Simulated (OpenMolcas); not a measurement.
**Worked example: vertical ionisation energy of C2H6Te (dimethyl telluride)**

C2H6Te has 9 atoms, charge 0, and is taken as a singlet. SMILES: `C[Te]C`. The coordinates come from a PBE0-D4/def2-TZVP relaxation.

```xyz
9

C    -0.7772    1.0191   -0.8912
Te    1.2436    0.3715   -0.6460
C     0.7821   -1.0339    0.8952
H    -1.3996    0.1800   -1.1962
H    -0.7815    1.7785   -1.6723
H    -1.1419    1.4516    0.0385
H     0.0941   -1.7865    0.5148
H     1.7165   -1.5104    1.1894
H     0.3526   -0.5162    1.7507
```

Both states at this one shape; open shells run unrestricted unless said. 1 Eh = 27.2114 eV.

| level | program | singlet C2H6Te (Eh) | doublet C2H6Te+ (Eh) | HOMO of the first (eV) |
| --- | --- | --- | --- | --- |
| HF/3-21G | OpenMolcas | -6661.491620 | -6661.235505 | -7.80 |
| SVWN5/def2-SVP (core potential) | OpenMolcas | -346.606121 | -346.316300 | -4.56 |

Q: Work out the vertical ionisation energy at each level.

A: 
1. HF/3-21G: -6661.235505 − (-6661.491620) = 0.256115 Eh = 6.97 eV; −ε(HOMO) = 7.80 eV.
2. SVWN5/def2-SVP (core potential): -346.316300 − (-346.606121) = 0.289821 Eh = 7.89 eV; −ε(HOMO) = 4.56 eV.

No measured value is set beside it here; the levels span 6.97 to 7.89 eV. In Hartree–Fock, −ε(HOMO) (Koopmans) exceeds the difference of totals by the orbital relaxation of the ion. In semi-local functionals −ε(HOMO) lies far under the ionisation energy, a result of self-interaction, while the difference of totals does much better. Hartree–Fock favours the state with fewer electron pairs, since it lacks pair correlation. Spin-orbit coupling, which splits open shells on such heavy atoms by tenths of an eV, is left out. All-electron rows are non-relativistic unless named.
